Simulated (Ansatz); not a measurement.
Relaxation of F3HSi (5 atoms, charge 0, multiplicity 1), to a largest force component of 0.02 eV/Å in at most 40 steps.

Computed with RKS PBE0-D4/def2-SVP (Ansatz).

```xyz
5
Properties=species:S:1:pos:R:3
Si 0.000 0.000 0.000
H 0.000 0.000 1.460
F 1.499 0.000 -0.529
F -0.749 1.297 -0.529
F -0.749 -1.297 -0.529
```

Where does it end, and by what steps?

The forces met the threshold. After 3 steps the energy has fallen by 0.017 eV; H2 moved furthest, 0.03 Å.

| step | energy less start (eV) | largest force component (eV/Å) | accepted |
| --- | --- | --- | --- |
| 0 | 0.0000 | 0.736 | yes |
| 1 | -0.0130 | 0.430 | yes |
| 2 | -0.0170 | 0.023 | yes |
| 3 | -0.0171 | 0.001 | yes |

```xyz
5
Properties=species:S:1:pos:R:3
Si 0.000 0.000 0.024
H 0.000 0.000 1.490
F 1.494 0.000 -0.547
F -0.746 1.293 -0.547
F -0.746 -1.293 -0.547
```

Whether the end is a true minimum wasn't checked by a vibrational analysis.

Time of the run: 6.5 s on 1 thread of Arm Neoverse V2, with other jobs on the host, peak memory 0.1 GiB.
